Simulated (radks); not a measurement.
Valence configurations of the cerium ion Ce2+ (all share [Xe]). All-electron calculation, Dirac Kohn-Sham, PBE, spin-unpolarised, spherical densities, finite nucleus; open shells fill j = l - 1/2 first; Fermi nuclear charge, rms radius 4.8771 fm. Program: a radial shooting solver on a logarithmic mesh with Libxc functionals. Energies are relative to 4f2; eigenvalues in eV.

valence          E (eV)  e(4f5/2)  e(5d3/2)  e(6p1/2)  e(6s1/2)
4f2               0.000   -13.041         -         -         -
4f1.5 5d0.5       0.185   -15.493   -14.227         -         -
4f1 5d1           1.316   -18.272   -14.965         -         -
4f1.5 6p0.5       2.350   -17.158         -   -10.861         -
4f1 6s1           2.837   -20.864         -         -   -14.883
4f1 6p1           6.386   -21.757         -   -11.833         -
4f0.5 6s1 6p0.5   8.591   -25.857         -   -12.301   -16.054
5d1 6p1          13.137         -   -18.999   -12.266         -
6p2              20.427         -         -   -13.604         -

NIST lists [Xe] 4f2 as the ground configuration; this level of theory agrees among the configurations tried. The energies are those of spherical spin-averaged densities, not of single terms.
